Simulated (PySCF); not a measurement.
Numbering as in the mapped SMILES `[CH3:1][c:2]1[cH:3][cH:4][cH:5][c:6]([CH3:7])[c:8]1[N:9]([CH3:10])[CH3:11]`. Hydrogens are named by the atom that carries them.

[PySCF 2.14.0 with density-fitted response routines: structure optimised with PBE0-D3(BJ)/def2-SVP; GIAO PBE/pcSseg-1 shieldings; a single conformation; non-relativistic Hamiltonian; equivalent nuclei averaged; gas phase]

δ = σ(ref) − σ, references computed at the same level: TMS for ¹³C (σ = 180.03 ppm) and ¹H (σ = 31.20 ppm); NH3 for ¹⁵N (σ = 265.06 ppm).

```json
{"atoms": "C8", "nucleus": "¹³C", "count": "1", "δ (ppm)": "152.5"}
{"atoms": "H(C1)/H(C7)", "nucleus": "¹H", "count": "6", "δ (ppm)": "2.22"}
{"atoms": "H(C10)/H(C11)", "nucleus": "¹H", "count": "6", "δ (ppm)": "2.78"}
{"atoms": "N9", "nucleus": "¹⁵N", "count": "1", "δ (ppm)": "48.7"}
{"atoms": "C2/C6", "nucleus": "¹³C", "count": "2", "δ (ppm)": "139.8"}
{"atoms": "C10/C11", "nucleus": "¹³C", "count": "2", "δ (ppm)": "42.8"}
{"atoms": "C1/C7", "nucleus": "¹³C", "count": "2", "δ (ppm)": "22.0"}
{"atoms": "H(C4)", "nucleus": "¹H", "count": "1", "δ (ppm)": "?"}
{"atoms": "H(C3)/H(C5)", "nucleus": "¹H", "count": "2", "δ (ppm)": "?"}
{"atoms": "C3/C5", "nucleus": "¹³C", "count": "2", "δ (ppm)": "?"}
{"atoms": "C4", "nucleus": "¹³C", "count": "1", "δ (ppm)": "127.0"}
```

Problem. Fill in the missing shifts.

Solution. 
- C3/C5: 131.6 ppm, aromatic CH; the aromatic region
- H(C3)/H(C5): 7.02 ppm, hydrogen on an aromatic CH; it sits in the deshielding region of the aromatic ring current
- H(C4): 6.92 ppm, hydrogen on an aromatic CH; π donation from the O or N substituent shields it against benzene

Shifts are as computed. Against solution values, carbons near 30 ppm lie about +2 ppm off and those near 130 ppm about +2 ppm. Of 1313 compounds with measured shifts, 239 miss one by over three times the rms of a fit or turn the order of signals round; such compounds aren't used in these exercises. Experimental scales use liquid or dissolved standards, which lie at an offset from isolated NH3 (liquid NH3: subtract about 20 ppm).
